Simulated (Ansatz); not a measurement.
Total energies of C9H21B, SMILES `CC(C)B(C(C)C)C(C)C`.

Cartesian coordinates in Å:
```
C 0.8491 1.0898 -2.1503
C -0.1767 1.1950 -1.0192
C -0.0308 2.5336 -0.2911
B 0.0014 -0.0015 -0.0022
C 1.3639 -0.1792 0.7786
C 1.1252 -0.0626 2.2863
C 1.9988 -1.5308 0.4434
C -1.1842 -1.0189 0.2363
C -2.4130 -0.2869 0.7812
C -1.5302 -1.7419 -1.0678
H 0.7368 0.1630 -2.7199
H 1.8722 1.1195 -1.7644
H 0.7401 1.9225 -2.8527
H -1.1755 1.1698 -1.4722
H -0.1405 3.3698 -0.9892
H 0.9530 2.6266 0.1782
H -0.7844 2.6583 0.4916
H 2.0767 0.6041 0.4928
H 0.7165 0.9137 2.5619
H 2.0607 -0.1955 2.8393
H 0.4256 -0.8262 2.6387
H 2.9359 -1.6673 0.9927
H 1.3377 -2.3593 0.7137
H 2.2264 -1.6230 -0.6223
H -0.8964 -1.7797 0.9723
H -3.2430 -0.9835 0.9378
H -2.2081 0.2003 1.7387
H -2.7592 0.4828 0.0853
H -1.8367 -1.0360 -1.8452
H -2.3583 -2.4418 -0.9164
H -0.6830 -2.3146 -1.4557
```

The species carries charge 0 and has multiplicity 1. All single points use the PBE0-D4/def2-TZVP geometry. It is one conformer, not always the lowest. Basis def2-TZVPP, Ansatz 0.2.0.

RPA on PBE orbitals: Hartree–Fock energy of these orbitals -377.77193 Eh, correlation -2.88023 Eh (frozen core).

```tsv
functional	energy without D4 (Eh)	D4 term (kJ/mol)
LDA (SPW92)	-376.91575	–
PBE	-380.03300	-79.7
revPBE	-380.46397	-242.0
BLYP	-380.34573	-168.9
B97M-V	-380.63403	–
PBE0	-380.11780	-68.9
B3LYP	-380.62223	-124.0
r2SCANh	-380.34522	-24.9
CAM-B3LYP	-380.36542	-69.7
LC-ωPBE	-380.36718	–
ωB97X-V	-380.50765	–
ωB97M-V	-380.37573	–
B2PLYP	-380.22099	–
PBE-QIDH	-380.07613	–
```

(1) Give the same for r2SCAN, r2SCAN0, HSE06 (plane-wave form), BHLYP. (Estimate.)

B3LYP takes the VWN-RPA correlation (the form of Gaussian; ORCA's B3LYP/G). HSE06 is the plane-wave form, built on full-range PBE exchange. The double hybrids freeze the cores in their second-order part.

Answers

(1) Ansatz gave: 
```json
{"functional": "r2SCAN", "energy without D4 (Eh)": "-380.35492", "D4 term (kJ/mol)": "-23.9"}
{"functional": "r2SCAN0", "energy without D4 (Eh)": "-380.33255", "D4 term (kJ/mol)": "-27.1"}
{"functional": "HSE06 (plane-wave form)", "energy without D4 (Eh)": "-380.09247", "D4 term (kJ/mol)": "-64.1"}
{"functional": "BHLYP", "energy without D4 (Eh)": "-380.35373", "D4 term (kJ/mol)": "-88.7"}
```

LC-ωPBE has ω = 0.4 bohr⁻¹.
